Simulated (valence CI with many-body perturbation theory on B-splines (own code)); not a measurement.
Values are calculated unless marked as measured or tabulated.
Hyperfine factors and g values of Cs⁴⁸⁺

Level of theory: relativistic CI+MBPT: five valence electrons over a frozen Dirac-Fock core [He], radial functions for each j: 11 s, 11 p, 10 d, 8 f, 5 g, 2 h, with the one-electron correlation potential Σ1 (screened to all orders), the two-electron term Σ2, the three-electron term Σ3, Breit, model QED; selected single and double excitations, second order for the rest, scaled by the run's own slope (own B-spline code, finite nucleus).

No measured spectrum was set against this ion. As an estimate, large intervals hold to a few tenths of a per cent, small ones and those within an open d or f shell to about a per cent. Among the levels kept, up to 7300 cm⁻¹ of a level comes from second order outside the variational space, and about a tenth of that is noise between levels of different J, which matters for small intervals.

A/g_I is the dipole constant over the nuclear g factor μ/I (μ in nuclear magnetons, uniformly magnetised nucleus), B/Q the quadrupole constant per barn. Both hold the static response of the core; the bare values leave it out. Large factors of s and p1/2 electrons are usually good to 5 to 10 %; those of open d and f shells near neutrality can be off by tens of per cent, and small factors of p3/2, d and f electrons come from cancelling terms and can be off by a factor of two or in sign, in half-filled shells by more. B is blank for J = 1/2, where it vanishes, and for nearly pure S terms. Energies count from the lowest level.

Levels are named by their leading jj configuration (3d3/2^4 stands for four electrons in 3d with j = 3/2), which in mixed levels can hold well under half, so a name can repeat and another be missing. Letters in brackets count levels of one name in rising energy.

```
                             Level  E (Ry)      g  A/g_I (MHz)  A/g_I bare  B/Q (MHz/b)  B/Q bare
        (2s^2 2p1/2^2 2p3/2) J=3/2    0.00  1.356       303000      312000       563000    564000
        (2s^2 2p1/2 2p3/2^2) J=3/2   25.79  1.440       -41800      -29400        73600     73700
        (2s^2 2p1/2 2p3/2^2) J=5/2   27.28  1.180       681000      685000        -2430     -2430
        (2s^2 2p1/2 2p3/2^2) J=1/2   29.65  0.640      2130000     2120000                       
        (2s 2p1/2^2 2p3/2^2) J=5/2   42.23  1.479      1560000     1560000       160000    160000
        (2s 2p1/2^2 2p3/2^2) J=1/2   47.41  2.090      6490000     6410000                       
        (2s 2p1/2^2 2p3/2^2) J=3/2   47.52  1.199      -908000     -876000      -147000   -147000
              (2s^2 2p3/2^3) J=3/2   55.53  1.284       327000      335000      -639000   -640000
      (2s 2p1/2 2p3/2^3) J=3/2 [a]   69.53  1.559      1540000     1530000      -470000   -471000
          (2s 2p1/2 2p3/2^3) J=5/2   71.96  1.281      1950000     1930000      -766000   -767000
          (2s 2p1/2 2p3/2^3) J=1/2   74.75  1.414     -2180000    -2130000                       
      (2s 2p1/2 2p3/2^3) J=3/2 [b]   75.56  1.053       115000      131000      -111000   -112000
           (2p1/2^2 2p3/2^3) J=3/2   93.73  1.315       299000      315000      -599000   -601000
                (2s 2p3/2^4) J=1/2  101.81  1.771      6550000     6450000                       
             (2p1/2 2p3/2^4) J=1/2  121.09  0.640      2140000     2120000                       
           (2s^2 2p1/2^2 3s) J=1/2  349.59  2.015      1870000     1850000                       
        (2s^2 2p1/2^2 3p1/2) J=1/2  354.57  0.656       613000      609000                       
        (2s^2 2p1/2^2 3p3/2) J=3/2  363.15  1.331        89500       92500       161000    161000
        (2s^2 2p1/2^2 3d3/2) J=3/2  367.94  0.785        52500       52300        25800     26100
        (2s^2 2p1/2^2 3d5/2) J=5/2  370.75  1.196        20400       20500        17600     18000
   (2s^2 2p1/2 2p3/2 3s) J=3/2 [a]  375.87  1.668       471000      475000       383000    383000
       (2s^2 2p1/2 2p3/2 3s) J=1/2  376.41  1.299      -802000     -777000                       
       (2s^2 2p1/2 2p3/2 3s) J=5/2  377.13  1.331       992000      991000       523000    524000
   (2s^2 2p1/2 2p3/2 3s) J=3/2 [b]  377.46  0.981       620000      627000       322000    322000
    (2s^2 2p1/2 2p3/2 3p1/2) J=1/2  380.80  1.721      -385000     -365000                       
(2s^2 2p1/2 2p3/2 3p1/2) J=3/2 [a]  381.21  1.142       459000      463000       109000    109000
    (2s^2 2p1/2 2p3/2 3p1/2) J=5/2  382.10  1.075       744000      746000       517000    518000
(2s^2 2p1/2 2p3/2 3p1/2) J=3/2 [b]  383.95  1.338       466000      474000       557000    558000
(2s^2 2p1/2 2p3/2 3p3/2) J=5/2 [a]  388.38  1.468       393000      396000       653000    654000
(2s^2 2p1/2 2p3/2 3p3/2) J=1/2 [a]  389.08  1.621      -520000     -509000                       
(2s^2 2p1/2 2p3/2 3p3/2) J=3/2 [a]  389.54  1.167       651000      651000      -380000   -381000
    (2s^2 2p1/2 2p3/2 3p3/2) J=7/2  390.04  1.236       480000      483000       697000    698000
(2s^2 2p1/2 2p3/2 3p3/2) J=3/2 [b]  390.18  1.416       623000      626000       137000    137000
       (2s 2p1/2^2 2p3/2 3s) J=5/2  390.43  1.518      1270000     1270000       374000    375000
(2s^2 2p1/2 2p3/2 3p3/2) J=5/2 [b]  391.62  1.266       728000      729000       193000    194000
   (2s 2p1/2^2 2p3/2 3s) J=3/2 [a]  392.12  1.469      1440000     1440000       305000    306000
(2s^2 2p1/2 2p3/2 3p3/2) J=1/2 [b]  392.27  0.656      1880000     1870000                       
(2s^2 2p1/2 2p3/2 3d3/2) J=3/2 [a]  394.28  0.951       160000      162000      -274000   -274000
(2s^2 2p1/2 2p3/2 3d3/2) J=5/2 [a]  394.42  0.990       347000      349000       -15900    -15800
(2s^2 2p1/2 2p3/2 3d3/2) J=1/2 [a]  394.58  0.236       470000      458000
```

Question: Take the isotope of mass number 133, with I = 7/2, μ = 2.5778 μN, leaving out the quadrupole term. What is the hyperfine structure of (2s^2 2p1/2 2p3/2^2) J=3/2?

Answer: From the table A = -30800 MHz. Shifts from the centre of gravity in MHz: F = 2: 208000, F = 3: 116000, F = 4: -7700, F = 5: -162000.
